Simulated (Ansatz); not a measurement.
System: HgBr2, net charge 0, triplet state. The spin state was set by rule; other spins were not relaxed. 
Structure (B3LYP-D3(BJ)/def2-TZVP (Ansatz, a first-principles code) minimum search):
```
Hg
Br 1 2.8064
Br 1 2.8064 2 65.49
```
Charge 0, spin multiplicity 3.

Parts of the frozen-core correlation energy in def2-SVPD (Ansatz, hartree). Frozen orbitals: 32; correlated occupied orbitals by spin: 14 and 12; virtual: 71 and 73. Open shells are spin-unrestricted. Spin-orbit coupling is left out. Past Kr the def2 sets carry scalar-relativistic core potentials.

```tsv
term	value
reference (HF)	-5296.72920
MP2 opposite-spin	(withheld)
MP2 same-spin	(withheld)
CCSD correlation	(withheld)
(T)	-0.01489
T1 diagnostic	0.024
largest doubles amplitude	0.076
<S^2> of the reference	2.037
```

**Question.** Fill in the missing entries.

**Answer.** 
- MP2 opposite-spin, value: -0.35764
- MP2 same-spin, value: -0.17335
- CCSD correlation, value: -0.54030
